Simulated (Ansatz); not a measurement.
`[GeH3][O][GeH3]` + `CC(O)=S` → `CC(=S)[O][GeH3]` + `[OH][GeH3]` at 400 K and 1 bar (ligand exchange at a Ge–O bond).

Gas-phase electronic energies from Ansatz, PBE0-D4/def2-TZVP geometries. CCSD(T)/CBS adds triple-zeta CCSD(T) − MP2 to the extrapolated MP2 energy (def2 sets, frozen cores). For Ge outer-core shells are correlated without core-valence functions, which leaves a few kJ/mol of doubt a bond. Scalar relativity is left out up to krypton. Each species was taken in one conformer, which may not be the lowest.

```json
{"species": "`[GeH3][O][GeH3]`", "CCSD(T)/CBS energy (Eh)": "-4231.02116", "H − E (kJ/mol)": "163.4", "S (J/(mol·K))": "380.5"}
{"species": "`CC(O)=S`", "CCSD(T)/CBS energy (Eh)": "-551.45551", "H − E (kJ/mol)": "180.0", "S (J/(mol·K))": "318.8"}
{"species": "`CC(=S)[O][GeH3]`", "CCSD(T)/CBS energy (Eh)": "-2628.76657", "H − E (kJ/mol)": "224.8", "S (J/(mol·K))": "400.4"}
{"species": "`[OH][GeH3]`", "CCSD(T)/CBS energy (Eh)": "-2153.69723", "H − E (kJ/mol)": "116.2", "S (J/(mol·K))": "291.7"}
```

H − E and S are ideal-gas, rigid-rotor, harmonic terms from PBE0-D4/def2-TZVP, for one conformer and one mirror image of each species. 1 Eh = 2625.50 kJ/mol, R = 8.31446 J/(mol·K).

**Question.** By hand: ΔE, ΔH, ΔS and ΔG.

**Answer.** ΔE = (-2628.76657) + (-2153.69723) − (-4231.02116) − (-551.45551) = 0.01287 Eh = 33.8 kJ/mol. Δ(H − E) = 224.8 + 116.2 − 163.4 − 180.0 = -2.4, so ΔH = 31.4 kJ/mol. ΔS = 400.4 + 291.7 − 380.5 − 318.8 = -7.2 J/(mol·K). ΔG = 31.4 − 400 × (-7.2)/1000 = 34.3 kJ/mol.

**Question.** By hand: the equilibrium constant, and the temperature at which ΔG would vanish if ΔH and ΔS stayed fixed.

**Answer.** log₁₀ K = −ΔG/(RT ln 10) = -4.5. ΔH and −TΔS have one sign here, so there is no such temperature.

The number of gas molecules stays the same, so ΔS is small and ΔH decides. A doubt of 5 kJ/mol in ΔE shifts log₁₀ K by 0.7 here. Other conformers and mirror images would add mixing entropy, several J/(mol·K) or more a flexible species. Modes under 60 cm⁻¹, often nearly free rotors, make the harmonic entropy too high. These are equilibria of isolated gas molecules and say nothing of rates. Largest T1 diagnostic: 0.017 (customary marks: 0.02 for closed shells, 0.045 for open ones).

ΔS is within the doubt of such terms, so its sign, and with it that verdict, could turn.
